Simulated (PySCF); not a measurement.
C2H6CdS, SMILES [Cd]([CH3])[S]C. Atoms are numbered in the order given.

```xyz
10

Cd    -0.3938     0.2911     0.2741
C     -1.9871     1.6237     0.6249
H     -2.4397     1.4184     1.6071
H     -2.7605     1.5050    -0.1490
H     -1.6280     2.6637     0.6117
S      1.3920    -1.2145    -0.0622
C      1.6810    -1.0974    -1.8732
H      0.8058    -1.4168    -2.4575
H      2.5103    -1.7828    -2.1008
H      1.9810    -0.0861    -2.1839
```
Charge 0, spin multiplicity 1.

Geometry optimised at r2SCAN-D4/def2-SVP. The geometry has at least one imaginary mode, so it is a saddle point at that level. The def2 effective core potentials stand for the cores of Cd; spin–orbit coupling is left out. Other conformers were not sampled.

Calculation: M06-2X/def2-TZVP run with PySCF.

ESP charges are fitted to the potential on shells at 1.4 to 2.0 van der Waals radii. Atomic charges (e):

| atom | ESP fit | Löwdin | Mulliken |
|---|---|---|---|
| Cd1 | 0.72 | 0.62 | 0.78 |
| C2 | -0.87 | -0.70 | -0.84 |
| H3 | 0.19 | 0.11 | 0.15 |
| H4 | 0.18 | 0.11 | 0.15 |
| H5 | 0.18 | 0.11 | 0.15 |
| S6 | -0.48 | 0.01 | -0.43 |
| C7 | -0.34 | -0.57 | -0.42 |
| H8 | 0.11 | 0.10 | 0.15 |
| H9 | 0.19 | 0.11 | 0.16 |
| H10 | 0.11 | 0.10 | 0.15 |
